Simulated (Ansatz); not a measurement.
Mulliken charges of F$_{2}$H$_{3}$O$_{2}$Si$_{2}$ (`O[SiH][Si](O)(F)F`) radical from r2SCAN/def2-TZVPP in Ansatz (PBE0-D4/def2-TZVP geometry).

```
atom   x (Å)   y (Å)   z (Å)  charge (e)
  O1   0.287   0.154   2.494      -0.382
 Si2   1.062   0.066   1.038       0.237
 Si3  -0.435  -0.019  -0.746       0.794
  O4   0.372   0.303  -2.115      -0.395
  F5  -1.267  -1.365  -0.946      -0.306
  F6  -1.551   1.086  -0.462      -0.312
  H7  -0.414   0.804   2.577       0.211
  H8   1.964  -1.112   1.122      -0.056
  H9  -0.019   0.083  -2.963       0.209
```

By hand: the dipole of these point charges (1 e Å = 4.8032 D).

Σ q r = (0.320, 0.150, -0.168) e Å, of length 0.391 e Å = 1.88 D.

How does the dipole of the full density compare? (An estimate is asked.)

Computed: (0.007, 0.131, -0.162) e Å, 1.00 D; the point charges give 1.88 times that, at 53° from its direction.

Point charges leave out the atoms' own dipoles, such as those of lone pairs, and Mulliken's split depends on the basis, so the two needn't agree.
